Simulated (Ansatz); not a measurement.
The cluster Zn₂Se₂⁻. The state is a doublet with charge -1. Geometry B3LYP-D4/def2-SVP, that of the neutral singlet; atoms count from 1.

```xyz
4

Zn   -0.536    1.120    0.008
Zn    0.539   -1.119   -0.007
Se    0.696    0.346   -1.871
Se   -0.698   -0.347    1.870
```

The structure comes from a short search, and lower isomers may exist.

Problem. Estimate the Mulliken populations from the PBE0/def2-TZVPD orbitals of Ansatz.

Solution. 
```csv
atom,charge (e),spin (α − β),d electrons
Zn1,0.02,0.47,10.04
Zn2,0.02,0.47,10.04
Se3,-0.52,0.03,–
Se4,-0.52,0.03,–
```
Mulliken values depend strongly on the basis. With diffuse functions, as here, like atoms can get unlike values, and bond orders can come out too low or too high.

Problem. Where does the spin sit?

Solution. Summed by element: Zn 0.94, Se 0.06, of 1 unpaired in all. Largest on single atoms: Zn1 0.47, Zn2 0.47, Se4 0.03.

Problem. And the Mayer bond orders between heavy atoms (over 0.3)?

Solution. Zn1–Se3 1.04 (2.38 Å); Zn1–Se4 1.04 (2.38 Å); Zn2–Se3 1.04 (2.38 Å); Zn2–Se4 1.04 (2.38 Å).
